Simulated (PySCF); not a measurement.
Molfile (atoms numbered from 1):
```
C2H7O2PSi
     RDKit          3D

 13 13  0  0  0  0  0  0  0  0999 V2000
    2.3766    1.0854   -0.5415 P   0  0  0  0  0  0  0  0  0  0  0  0
    0.8033   -0.3940    0.0912 Si  0  0  0  0  0  4  0  0  0  0  0  0
   -0.3446   -0.6652   -1.0997 O   0  0  0  0  0  0  0  0  0  0  0  0
   -1.4823    0.1295   -0.8146 C   0  0  0  0  0  0  0  0  0  0  0  0
   -1.5512    0.2900    0.7092 C   0  0  0  0  0  0  0  0  0  0  0  0
   -0.2196    0.3548    1.1888 O   0  0  0  0  0  0  0  0  0  0  0  0
    3.0132    1.0220    0.7380 H   0  0  0  0  0  0  0  0  0  0  0  0
    3.2151    0.0689   -1.0973 H   0  0  0  0  0  0  0  0  0  0  0  0
    1.3535   -1.6940    0.5644 H   0  0  0  0  0  0  0  0  0  0  0  0
   -2.3818   -0.3635   -1.2150 H   0  0  0  0  0  0  0  0  0  0  0  0
   -1.3850    1.1166   -1.3047 H   0  0  0  0  0  0  0  0  0  0  0  0
   -2.0906    1.2063    0.9963 H   0  0  0  0  0  0  0  0  0  0  0  0
   -2.0714   -0.5715    1.1675 H   0  0  0  0  0  0  0  0  0  0  0  0
  1  2  1  0
  2  3  1  0
  3  4  1  0
  4  5  1  0
  5  6  1  0
  6  2  1  0
  1  7  1  0
  1  8  1  0
  2  9  1  0
  4 10  1  0
  4 11  1  0
  5 12  1  0
  5 13  1  0
M  END
```

Geometry: PBE0-D3(BJ)/def2-SVP; GIAO shifts from PySCF 2.14, gas phase, non-relativistic, averaged over equivalent atoms.

At PBE0/pcSseg-1 (151 basis functions, 14 s wall time on 1 thread of an Arm Neoverse V2, shared host):
```json
{"atoms": "P1", "δ (ppm)": "-269.8"}
{"atoms": "Si2", "δ (ppm)": "28.7"}
{"atoms": "O3/O6", "δ (ppm)": "52.5"}
{"atoms": "C4/C5", "δ (ppm)": "66.8"}
{"atoms": "H9", "δ (ppm)": "5.95"}
{"atoms": "H11/H12", "δ (ppm)": "3.97"}
{"atoms": "H10/H13", "δ (ppm)": "3.92"}
{"atoms": "H7/H8", "δ (ppm)": "1.62"}
```

δ = σ(ref) − σ, references computed at the same level: ³¹P (σref 310.13) against H3PO4; ²⁹Si (σref 351.99), ¹³C (σref 184.41), ¹H (σref 31.27) vs TMS; ¹⁷O (σref 334.56) against H2O.

Estimate the result of repeating the calculation with PBE0/6-311+G(2d,p).

Results:


```
  atoms  δ at PBE0/6-311+G(2d,p)  change
     P1                   -277.0    -7.2
    Si2                     26.5    -2.2
  O3/O6                     54.1    +1.6
  C4/C5                     66.0    -0.8
     H9                     6.41   +0.46
H11/H12                     3.99   +0.02
H10/H13                     3.93   +0.01
  H7/H8                     1.67   +0.05
```

Referencing at the same level of theory: ³¹P (σref 297.00) against H3PO4; ²⁹Si (σref 344.43), ¹³C (σref 186.44), ¹H (σref 31.51) against TMS; ¹⁷O (σref 326.57) vs H2O.

The largest change is at P1 (phosphorus bonded to Si, 2 H). Cost: 220 basis functions, 25 s wall time on 1 thread of an Arm Neoverse V2, shared host.

Experimental scales use liquid or dissolved standards, which lie at an offset from isolated H2O (liquid H2O: subtract about 36 ppm) and H3PO4.
